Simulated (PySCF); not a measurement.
# What a mistake does to a calculation on B3H7Si

All numbers below are calculated, not measured. The program is PySCF 2.14.0, an open-source quantum chemistry code, run on an isolated molecule that a program drew, which may never have been made. The molecule is B3H7Si (charge 0, singlet), drawn as the SMILES string `BB[SiH2]B`.

Each row is a Hartree-Fock (HF) and frozen-core CCSD(T) single point in the cc-pV(D+d)Z basis, meant for a local HF minimum. Run 1 is clean. Each other run has one planted mistake out of seven kinds, and not every kind appears here: one electron removed, one electron added, multiplicity raised by two, geometry at a saddle point, minimal basis STO-3G, one bond length entered in bohr, all coordinates scaled. The reference is restricted for singlets and unrestricted otherwise, and also for a bond in bohr. Adding or removing an electron swaps singlet and doublet. Electrons count all cores. HOMO and LUMO are orbital energies over both spins, the gradient is its largest component, and the lowest frequency (negative if imaginary) is given only where the gradient is small. Bond lengths are over the 10 bonds as drawn. T1 is the CCSD diagnostic: over 0.02 (restricted) or 0.045 (unrestricted) a single reference is doubtful.

Geometry of the clean run:
```xyz
11
B3H7Si, angstrom
B     0.6056   -1.8232    1.9729
B     1.2854   -0.6555    0.9931
Si    1.1992    1.3506    1.4277
B     0.0962    2.2474   -0.0356
H    -0.5413   -2.1650    1.8408
H     1.2302   -2.3374    2.8639
H     1.8521   -0.9508   -0.0277
H     0.6100    1.6076    2.7699
H     2.5939    1.8711    1.4478
H    -1.0987    2.3288    0.0463
H     0.6134    2.6698   -1.0327
```

```
run  electrons  basis functions  <S^2>  HOMO (eV)  LUMO (eV)  gradient (hartree/bohr)  lowest frequency (cm^-1)  mean bond (Å)  longest bond (Å)      T1  HF (hartree)  CCSD(T) (hartree)                     mistake
  1         36              100  0.000     -10.34       0.91                  3.8e-05                        39         1.4753             2.054  0.0153    -366.97515         -367.40090                    no fault
  2         37              100  0.786      -0.78       5.94                  2.3e-02                         -         1.4753             2.054  0.0338    -366.96965         -367.42556          one electron added
  3         36              100  0.000     -10.39       0.92                  8.7e-03                         -         1.4546             2.026  0.0154    -366.97350         -367.39870      all coordinates scaled
  4         35              100  0.808     -16.58      -7.78                  4.9e-02                         -         1.4753             2.054  0.0280    -366.64273         -367.04479        one electron removed
  5         36              100  2.066      -7.10      -1.43                  3.3e-02                         -         1.4753             2.054  0.0415    -366.86068         -367.28418  multiplicity raised by two
  6         36               31  0.000      -8.46       5.90                  3.1e-02                         -         1.4753             2.054  0.0092    -362.71570         -362.91099                           ?
```

**Which mistake was planted in run 6, and what did it cost?**

It has 31 basis functions where the clean run has 100, with the same electrons and geometry. So the mistake is: minimal basis STO-3G. Subtracting run 1 and multiplying by 627.51 kcal/mol a hartree, the energy moved by 2672.8 kcal/mol in HF and 2817.5 kcal/mol in CCSD(T).

